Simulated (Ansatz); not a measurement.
`C1[SiH2][AlH][SiH2][SiH2]1`, relaxed with RKS PBE0-D4/def2-TZVP in the Gaussian-basis code of Ansatz from a PBE-D4/def2-SVP geometry. The force threshold is 0.005 eV/Å; the program also tests the step.

The species carries charge 0 and has multiplicity 1.

Start:

```xyz
14

C    -1.285    0.633   -0.536
Si   -1.322   -1.273   -0.336
Al    1.057   -1.887   -0.078
Si    2.031    0.356    0.208
Si   -0.017    1.464    0.626
H    -0.996    0.871   -1.583
H    -2.297    1.063   -0.374
H    -2.045   -1.596    0.955
H    -2.115   -1.917   -1.449
H     1.749   -3.332   -0.030
H     3.097    0.608    1.244
H     2.545    0.851   -1.129
H    -0.418    1.202    2.059
H     0.015    2.958    0.423
```

By how much does the energy fall, and how many steps does the optimiser take? (Estimate.)

Computed: 0.04 eV, in 9 steps.

Which bonds change most? (Estimate.)

The calculation gave: C1–Si5 from 1.910 to 1.886 Å; C1–Si2 from 1.917 to 1.894 Å; Si4–H12 from 1.515 to 1.496 Å; Si2–H8 from 1.515 to 1.496 Å.

Give the relaxed structure. (Estimate.)

Computed: 
```xyz
14

C    -1.277    0.629   -0.532
Si   -1.320   -1.253   -0.324
Al    1.050   -1.870   -0.064
Si    2.027    0.364    0.189
Si   -0.017    1.440    0.613
H    -0.992    0.855   -1.566
H    -2.271    1.059   -0.371
H    -2.057   -1.571    0.938
H    -2.084   -1.891   -1.436
H     1.730   -3.304   -0.012
H     3.069    0.614    1.223
H     2.543    0.851   -1.128
H    -0.400    1.157    2.029
H     0.000    2.920    0.440
```
